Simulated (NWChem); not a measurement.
System: C₅H₄FN; SMILES Fc1ccncc1

```xyz
11

F      0.0000     0.0000     2.2739
C      0.0000     0.0000     0.9335
C      0.0000    -1.2129     0.2359
C      0.0000    -1.1460    -1.1669
N      0.0000     0.0000    -1.8666
C      0.0000     1.1460    -1.1669
C      0.0000     1.2129     0.2359
H      0.0000    -2.1696     0.7771
H      0.0000    -2.0817    -1.7542
H      0.0000     2.0817    -1.7542
H      0.0000     2.1696     0.7771
```
Atoms are numbered in this order, from 1.

Coordinates come from a PBE-D3(BJ)/def2-SVP optimisation.

Task: Give the principal values of the shielding tensors (ppm) of F1, C2, C3, C4, N5 from B3LYP/6-31G* (spherical d), GIAO (NWChem), with their diamagnetic and paramagnetic parts as GIAO splits them.

Result: 
| atom | σ11 | σ22 | σ33 | isotropic | diamagnetic | paramagnetic |
|---|---|---|---|---|---|---|
| F1 | 208.0 | 278.8 | 374.6 | 287.2 | 475.7 | -188.5 |
| C2 | -54.9 | 32.1 | 103.0 | 26.7 | 247.8 | -221.1 |
| C3 | 1.8 | 73.9 | 169.2 | 81.6 | 259.0 | -177.4 |
| C4 | -54.2 | 38.3 | 145.0 | 43.0 | 255.6 | -212.6 |
| N5 | -335.2 | -125.3 | 299.2 | -53.8 | 325.5 | -379.3 |
